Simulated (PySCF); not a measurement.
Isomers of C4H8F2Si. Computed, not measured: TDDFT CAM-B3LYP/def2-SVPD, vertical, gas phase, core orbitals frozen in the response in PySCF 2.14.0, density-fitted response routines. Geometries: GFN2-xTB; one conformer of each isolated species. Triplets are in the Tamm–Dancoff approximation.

A. `C=C([SiH3])CC(F)F`
B. `F[C@@H]1C[SiH2][C@H](F)C1`
C. `FC(F)[C@@H]1CC[SiH2]1`
D. `F[C@@H]1CC[C@H](F)[SiH2]1`

Lowest singlet levels (six at most, fewer where fewer were computed) with oscillator strengths:

1. 6.77 eV (f 0.004); 6.97 eV (f 0.313); 7.46 eV (f 0.010); 8.08 eV (f 0.003); 8.38 eV (f 0.004); 8.43 eV (f 0.016); T1 4.25 eV
2. 7.31 eV (f 0.021); 7.65 eV (f 0.011); 7.92 eV (f 0.071); 8.31 eV (f 0.047); 8.46 eV (f 0.002); 8.55 eV (f 0.002); T1 6.76 eV
3. 7.07 eV (f 0.010); 7.33 eV (f 0.033); 7.45 eV (f 0.027); 7.94 eV (f 0.025); 8.24 eV (f 0.049); 8.27 eV (f 0.015); T1 6.51 eV
4. 7.23 eV (f 0.021); 7.45 eV (f 0.082); 7.65 eV (f 0.024); 7.85 eV (f 0.006); 8.16 eV (f 0.013); 8.35 eV (f 0.016); T1 6.52 eV

Question: Which spectrum belongs to which structure?

Answer: 1 = A, 2 = B, 3 = D, 4 = C.
- A: S1 at 6.77 eV, HOMO-1→LUMO (95%); Löwdin shares by element: HOMO carbon 74% or more, silicon 6% (atoms not listed hold the other 20%); LUMO carbon 61% or more, silicon 10%, hydrogen 7% or more (atoms not listed hold the other 23%); HOMO -9.33 and LUMO 0.45 eV.
- B: S1 at 7.31 eV, HOMO→LUMO (48%), HOMO→LUMO+2 (27%), HOMO→LUMO+1 (13%); Löwdin shares by element: HOMO carbon 37% or more, fluorine 22% or more, silicon 20% (atoms not listed hold the other 21%); LUMO silicon 30%, hydrogen 19% or more, carbon 11% or more (atoms not listed hold the other 39%); HOMO -9.68 and LUMO 0.98 eV.
- C: S1 at 7.23 eV, HOMO-1→LUMO (86%); Löwdin shares by element: HOMO carbon 52% or more, silicon 21%, fluorine 6% or more (atoms not listed hold the other 21%); LUMO silicon 35%, hydrogen 21% or more, carbon 13% or more (atoms not listed hold the other 31%); HOMO -9.70 and LUMO 0.80 eV.
- D: S1 at 7.07 eV, HOMO→LUMO+2 (39%), HOMO→LUMO+1 (29%), HOMO→LUMO (16%); Löwdin shares by element: HOMO carbon 36% or more, silicon 19%, fluorine 15% or more (atoms not listed hold the other 30%); LUMO silicon 27%, carbon 18% or more, hydrogen 9% or more (atoms not listed hold the other 46%); HOMO -9.35 and LUMO 1.03 eV.
B and C have S1 within 0.08 eV of each other; their strongest listed levels stand at 7.92 eV (f 0.071) and 7.45 eV (f 0.082).
